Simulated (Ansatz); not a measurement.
Cartesian coordinates in Å:
```
C 0.4335 1.4184 0.3207
N -0.2717 0.3000 -0.3001
C -1.4373 -0.1202 0.4733
In 1.2005 -1.5251 -0.6705
H 1.2663 1.7227 -0.3135
H -0.2266 2.2771 0.4909
H 0.8373 1.0922 1.2807
H -0.5739 0.5756 -1.2285
H -1.1016 -0.5023 1.4389
H -1.9530 -0.9249 -0.0510
H -2.1356 0.7071 0.6467
H 0.0451 -2.5707 -1.4406
H 1.5694 -1.7815 1.0090
H 2.3477 -0.6685 -1.6560
```

The species carries charge 0 and has multiplicity 1. In: def2 effective core potential.

(1) List the B3LYP/def2-TZVPP orbital energies in eV (Ansatz 0.2.0). (Estimate.)

## Answers

(1) Computed: Occupied: -391.03, -278.10, -278.09, -125.92, -82.54, -82.35, -82.35, -26.08, -20.19, -19.73, -19.56, -19.54, -19.48, -19.46, -18.26, -14.64, -13.61, -13.09, -11.59, -11.17, -10.94, -10.73, -8.05, -7.11, -7.10. Lowest empty: -0.42, 0.75, 0.85, 1.12, 1.38, 2.02, 2.16, 2.22.

B3LYP here is the variant with VWN-RPA as its local correlation; programs differ in this.
